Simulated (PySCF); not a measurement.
Excitation energy of Ca by level of theory

Ca [Ar] 4s2 (1S) → Ca [Ar] 3d2 (3F), as a difference of total energies. All numbers are calculated (PySCF 2.14, scalar relativity by spin-free X2C-1e, in aug-cc-pwCVTZ-X2C). Correlated levels: valence and next inner shell: [Ne] frozen. The calculations carry no spin-orbit coupling.

```tsv
method	excitation energy (cm⁻¹)
UHF	43585
MP2 (valence and next inner shell)	46113
SCS-MP2 (valence and next inner shell)	48206
CCSD (valence and next inner shell)	46165
CCSD(T) (valence and next inner shell)	46272
```
